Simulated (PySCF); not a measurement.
# How methods differ on the ionisation energy of Mo(26+)

Mo(26+) [Ne] 3s2 3p4 (3P) → Mo(27+) [Ne] 3s2 3p3 (4S), as a difference of total energies. Calculation: PySCF 2.14, in an uncontracted even-tempered set (17 s from 2.9 bohr⁻², ratio 2.5; 11 p from 3.8 bohr⁻², ratio 2.5; 5 d from 19 bohr⁻², ratio 2.7; 4 f from 28 bohr⁻², ratio 2.7); no relativity, point nucleus. Correlated levels: outer shells: 1s2 frozen; virtual orbitals above 40 to 60 times the deepest correlated orbital energy dropped. The calculations carry no spin-orbit coupling.

```tsv
method	ionisation energy (eV)
UHF	1373.2
LDA	1375.8
PBE	1376.1
PBE0	1375.9
r2SCAN	1375.6
M06	1375.6
TPSSh	1376.0
MP2 (outer shells)	1374.2
SCS-MP2 (outer shells)	1374.2
```

Spin-orbit coupling is strong in these open shells (close to jj coupling). The scalar numbers leave it out and a first-order estimate fails, so it can dominate the gap to the real levels.

The gap to the reference is mostly relativistic.

For comparison: 1385.1 ± 1.9 eV (semi-empirical (NIST evaluation); NIST Atomic Spectra Database, ionization energies).
